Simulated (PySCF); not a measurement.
## B²⁺ (boron, charge +2) across methods

[He] 2p1, 2P determinant (an excited configuration). Calculation: PySCF 2.14, in dyall-av3z; the non-relativistic Hamiltonian (point nucleus).

```
 method  E (hartree)  mean ε 1s α (eV)  mean ε 1s β (eV)  mean ε 2p α (eV)  Σ⟨r²⟩ (bohr²)   ⟨S²⟩
    UHF    -23.15386           -239.01           -238.38           -31.787          3.324  0.750
    LDA     -22.9392           -208.44           -207.84           -26.424          3.301  0.750
    PBE     -23.1944           -210.45           -209.87           -26.783          3.280  0.750
wB97M-V     -23.2344           -220.61           -220.10           -30.204          3.311  0.750
  HSE06     -23.2019           -217.38           -216.77           -27.734          3.277  0.750
   PBE0     -23.1977           -217.78           -217.18           -28.129          3.281  0.750
  B3LYP     -23.2371           -216.69           -216.19           -27.958          3.254  0.750
    M06     -23.2476           -218.11           -217.65           -27.886          3.291  0.750
```

**Question.** Estimate the same row for r2SCAN.

**Answer.** E (hartree) = -23.2271; mean ε 1s α (eV) = -213.46; mean ε 1s β (eV) = -212.96; mean ε 2p α (eV) = -27.073; Σ⟨r²⟩ (bohr²) = 3.253; ⟨S²⟩ = 0.750.
